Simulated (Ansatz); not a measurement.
Reaction (substitution at a C–C bond): `C=C(C)CO` + `O[SiH2]S` → `OCO[SiH2]S` + `C=CC`

Calculated with Ansatz (gas phase, PBE0-D4/def2-TZVP geometries, no zero-point term in ΔE). CBS: MP2 limit from def2 TZ/QZ plus the TZ coupled-cluster correction, frozen cores. Each species was taken in one conformer, which may not be the lowest.

| species | MP2/def2-TZVPP energy (Eh) |
| --- | --- |
| `C=C(C)CO` | -231.97378 |
| `O[SiH2]S` | -764.34198 |
| `OCO[SiH2]S` | -878.67596 |
| `C=CC` | -117.62761 |

Task: Work out ΔE.

Result: ΔE = (-878.67596) + (-117.62761) − (-231.97378) − (-764.34198) = 0.01219 Eh = +7.6 kcal/mol. CCSD(T)/CBS gives +6.9 kcal/mol.

Largest T1 diagnostic among the species: 0.012.

In def2-TZVPP, CCSD(T) changes the Hartree–Fock value by +2.1 kcal/mol (the triples alone add +0.1 kcal/mol) and MP2 by +3.5 kcal/mol.
